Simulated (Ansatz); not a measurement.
`N[SiH2][SiH](F)[SiH3]`, charge 0, multiplicity 1.

Q: Give a relaxed structure at PBE0-D4/def2-TZVP (Ansatz). (Estimate.)

A: The calculation gave: 
```xyz
13

N     1.843    0.915    2.033
Si    0.713   -0.153    1.286
Si   -0.139    0.523   -0.805
F    -0.836    1.976   -0.651
Si   -1.693   -0.987   -1.705
H     1.502    1.779    2.424
H     2.742    1.059    1.599
H    -0.429   -0.327    2.224
H     1.379   -1.467    1.063
H     0.979    0.688   -1.781
H    -2.218   -0.524   -3.018
H    -2.836   -1.185   -0.773
H    -1.008   -2.296   -1.897
```
This is one stationary point; other conformers may exist.
